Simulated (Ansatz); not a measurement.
WNF₃⁻. Total charge -1; doublet. Geometry PBE0-D4/def2-SVP, that of the neutral singlet; atoms count from 1.

```xyz
5

W     0.054    0.031    0.020
N    -1.308   -0.757   -0.478
F    -0.031    1.663   -0.868
F     1.436   -1.081   -0.538
F    -0.151    0.143    1.864
```

In the def2 sets W takes a core potential; there is no spin–orbit coupling. The highest occupied level of the charge -1 doublet lies above zero (up to 1.79 eV). By energy differences its removal costs 0.39 eV (vertical, to the charge 0 singlet, at PBE0-D4/def2-TZVPD); a positive level beside a positive removal energy at the same level points to self-interaction error.

Question: Estimate the Mulliken populations from the PBE0/def2-TZVPD orbitals of Ansatz.

Answer: 
| atom | charge (e) | spin (α − β) | d electrons |
| --- | --- | --- | --- |
| W1 | 1.36 | 0.98 | 3.83 |
| N2 | -0.68 | -0.06 | – |
| F3 | -0.52 | 0.00 | – |
| F4 | -0.58 | 0.04 | – |
| F5 | -0.58 | 0.04 | – |
Mulliken values and Mayer orders depend strongly on the basis. With diffuse functions, as here, like atoms can get unlike values, and bond orders can come out too low or too high.

Question: Where does the spin sit?

Answer: Summed by element: W 0.98, N -0.06, F 0.08, of 1 unpaired in all. Largest on single atoms: W1 0.98, N2 -0.06, F5 0.04.

Question: And the Mayer bond orders between bonded heavy atoms (over 0.3)?

Answer: W1–N2 2.68 (1.65 Å); W1–F3 0.65 (1.86 Å); W1–F4 0.69 (1.86 Å); W1–F5 0.69 (1.86 Å).
